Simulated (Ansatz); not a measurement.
Reaction (ligand exchange at a Ge–I bond): `[F][GeH]([Cl])[I]` + silanol → `[F][GeH]([Cl])[O][SiH3]` + HI

Gas-phase electronic energies from Ansatz, PBE0-D4/def2-TZVP geometries. CCSD(T)/CBS is the MP2 limit (def2-TZVPP, def2-QZVPP) plus CCSD(T) − MP2 in def2-TZVPP, frozen cores. DFT in def2-TZVPP. def2 core potentials past Kr. For Ge, I outer-core shells are correlated without core-valence functions, which leaves a few kJ/mol of doubt a bond. Scalar relativity is left out up to krypton. Each species was taken in one conformer, which may not be the lowest.

| level | ΔE (kcal/mol) |
| --- | --- |
| r2SCAN-D4 | 5.6 |
| B97M-V | 3.7 |
| PBE0-D4 | 7.0 |
| BHLYP | 4.3 |
| CAM-B3LYP | 3.6 |
| CCSD(T)/def2-SVP | -0.4 |
| SCS-MP2/def2-TZVPP | 3.0 |
| SCS-MP2/def2-QZVPP | 4.1 |

Problem. What does CCSD(T)/CBS give? (Best estimate.)

Solution. The calculation gave: +4.8 kcal/mol. The listed levels differ from it by 0.8, -1.1, 2.2, -0.5, -1.2, -5.2, -1.8, -0.7 kcal/mol.

Largest T1 diagnostic among the species: 0.012.

From BLYP to BHLYP (50 % exact exchange), in def2-TZVPP and without D4, ΔE moves by −1.9 kcal/mol. Leaving LDA and LC-ωPBE aside and taking each functional with its dispersion term where it has one, the values, not all of them listed here, spread over 4.5 kcal/mol, from CAM-B3LYP-D4 to PBE-D4. LDA lies −1.5 kcal/mol from PBE without D4. At CCSD(T), def2-SVP lies −5.2 kcal/mol from the extrapolated value and def2-TZVPP −2.4 kcal/mol.
